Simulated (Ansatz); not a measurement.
A nudged elastic band was laid between two geometries of ClH₅SiSn (8 atoms, charge 0, multiplicity 1).

The calculation used RKS PBE0/def2-SVP in Ansatz 0.2.0.

```json
{
  "movable images": "7",
  "climbing image": "yes",
  "spring": "5.0 eV/Å²",
  "optimiser": "quadratic models (default)",
  "start path": "through a guess of the saddle point",
  "force threshold": "0.05 eV/Å",
  "iteration limit": "39",
  "end points": "relaxed"
}
```

Image 0:

```xyz
8
Properties=species:S:1:pos:R:3
Cl -2.315 1.356 -0.287
Si -0.644 0.373 -1.046
Sn 0.777 -0.453 0.931
H -1.120 -0.755 -1.900
H 0.106 1.335 -1.907
H -0.153 -1.510 1.904
H 2.165 -1.288 0.371
H 1.276 0.883 1.878
```

Image 8:

```xyz
8
Properties=species:S:1:pos:R:3
Cl -2.521 -0.355 -0.908
Si -0.627 0.506 -0.999
Sn 0.779 -0.430 0.939
H -0.034 0.175 -2.328
H -0.790 1.987 -0.904
H 0.038 -0.035 2.431
H 0.884 -2.133 0.802
H 2.362 0.229 0.912
```

What changes between the two ends?

No bond is made or broken. The dihedral Cl1–Si2–Sn3–H7 goes from 179 to 59°. The two ends are copies of one structure, up to a mirror image or an exchange of like atoms.

What energy profile does the band end with?

The run converged. The highest image is number 4 of 0 to 8, 0.7 kcal/mol above the ends, which have the same energy within 2 meV. A vibrational analysis at the climbing image gives one clearly imaginary mode, 59i cm⁻¹: a first-order saddle point.

```csv
image,path coordinate (Å),energy (kcal/mol),dihedral Cl1–Si2–Sn3–H7 (°)
0,0.00,0.0,179
1,0.51,0.1,165
2,1.03,0.4,150
3,1.54,0.6,135
4,2.05,0.7,120
5,2.56,0.6,105
6,3.08,0.3,90
7,3.59,0.1,74
8,4.11,0.0,59
```

What is the geometry of the highest image?


```xyz
8
Properties=species:S:1:pos:R:3:forces:R:3
Cl -2.643 0.472 -0.499 -0.02 0.00 0.01
Si -0.633 0.442 -1.031 0.03 0.01 0.04
Sn 0.777 -0.442 0.943 0.01 0.00 -0.02
H -0.489 -0.430 -2.231 0.00 -0.02 -0.03
H -0.235 1.831 -1.403 0.00 0.01 0.00
H -0.234 -0.803 2.275 0.00 0.00 0.00
H 1.616 -1.862 0.474 -0.01 0.01 0.01
H 1.932 0.734 1.417 -0.01 -0.01 0.00
```

The band took 4 iterations and about 5 core-minutes.

Run time: 4.6 min on 1 thread of Intel(R) Xeon(R) Processor @ 2.50GHz (Skylake/Cascade Lake), on a shared host, peak memory 0.2 GiB.
